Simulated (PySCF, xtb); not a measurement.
Potential energy curve for SMILES [CH3][GeH3]. The Ge2–H8 bond (Ge2 also carries C, H, H; H8 carries nothing else) is pulled apart rigidly from the PBE0/def2-TZVP optimised geometry.

Levels of theory: UKS-B3LYP/6-31G* = unrestricted B3LYP/6-31G*, spherical d (PySCF 2.14.0); GFN1-xTB (xtb); UMP2/3-21G = unrestricted MP2 (frozen core)/3-21G run with PySCF 2.14.0; UKS-PBE0 = unrestricted PBE0/def2-TZVP run with PySCF.

Energies relative to the lowest point of each curve near equilibrium, in mEh; the last columns give the difference from UKS-PBE0:

| R / Å | UKS-B3LYP/6-31G* | GFN1-xTB | UMP2/3-21G | UKS-PBE0 | UKS-B3LYP/6-31G* − UKS-PBE0 | GFN1-xTB − UKS-PBE0 | UMP2/3-21G − UKS-PBE0 |
|---|---|---|---|---|---|---|---|
| 1.17 | 78.8 | 76.8 | 75.8 | 76.4 | 2.3 | 0.4 | -0.7 |
| 1.25 | 42.6 | 33.7 | 41.4 | 40.9 | 1.8 | -7.1 | 0.5 |
| 1.32 | 22.2 | 13.8 | 21.8 | 20.9 | 1.3 | -7.1 | 0.9 |
| 1.39 | 9.6 | 3.9 | 9.6 | 8.7 | 0.9 | -4.8 | 0.9 |
| 1.44 | 4.1 | 0.7 | 4.3 | 3.6 | 0.6 | -2.8 | 0.7 |
| 1.51 | 0.5 | 0.0 | 0.5 | 0.3 | 0.2 | -0.3 | 0.2 |
| 1.54 | 0.0 | 0.6 | 0.0 | 0.0 | 0.0 | 0.6 | 0.0 |
| 1.58 | 0.3 | 2.1 | 0.1 | 0.5 | -0.2 | 1.6 | -0.3 |
| 1.64 | 2.2 | 5.3 | 1.8 | 2.7 | -0.6 | 2.6 | -0.9 |
| 1.71 | 6.2 | 10.4 | 5.6 | 7.1 | -0.9 | 3.2 | -1.5 |
| 1.80 | 13.4 | 18.1 | 12.5 | 14.7 | -1.3 | 3.4 | -2.3 |
| 1.93 | 26.3 | 30.6 | 25.0 | 28.2 | -1.9 | 2.4 | -3.2 |
| 2.09 | 43.8 | 46.1 | 42.6 | 46.4 | -2.6 | -0.3 | -3.8 |
| 2.29 | 66.0 | 64.3 | 70.7 | 69.4 | -3.4 | -5.1 | 1.2 |
| 2.53 | 90.8 | 83.9 | 95.7 | 95.0 | -4.2 | -11.1 | 0.7 |
| 2.78 | 111.4 | 101.5 | 108.4 | 115.0 | -3.7 | -13.5 | -6.6 |
| 3.04 | 124.1 | 116.9 | 114.7 | 126.2 | -2.1 | -9.3 | -11.4 |
| 3.41 | 133.3 | 134.8 | 118.7 | 133.5 | -0.2 | 1.3 | -14.9 |
| 3.81 | 137.5 | 150.2 | 120.2 | 136.4 | 1.1 | 13.8 | -16.2 |
| 4.12 | 138.9 | 159.8 | 120.7 | 137.2 | 1.7 | 22.6 | -16.5 |
| 4.59 | — | 171.0 | 121.1 | 137.7 | — | 33.4 | -16.6 |

UKS-B3LYP/6-31G* is furthest from UKS-PBE0 at 2.53 (-4.2 mEh, below); its mean absolute difference over the points is 1.6 mEh.

GFN1-xTB is furthest from UKS-PBE0 at 4.59 (33.4 mEh, above); its mean absolute difference over the points is 7.0 mEh.

UMP2/3-21G is furthest from UKS-PBE0 at 4.59 (-16.6 mEh, below); its mean absolute difference over the points is 4.8 mEh.

Dashes: no converged value, or the column stops at the first point that the program doubted or that broke a chosen test of continuity, which isn't proof of a fault.

The unrestricted solution behind UKS-B3LYP/6-31G* changes between 4.12 and 4.59 Å, which can leave a kink. The unrestricted determinant behind UKS-B3LYP/6-31G* is spin-contaminated at 2.78 to 4.12 Å (<S²> up to 1.0, against 0.00 for a pure singlet). The unrestricted determinant behind UMP2/3-21G is spin-contaminated at 2.29 to 4.59 Å (<S²> up to 1.0, against 0.00 for a pure singlet). The unrestricted determinant behind UKS-PBE0 is spin-contaminated at 2.78 to 4.59 Å (<S²> up to 1.0, against 0.00 for a pure singlet).
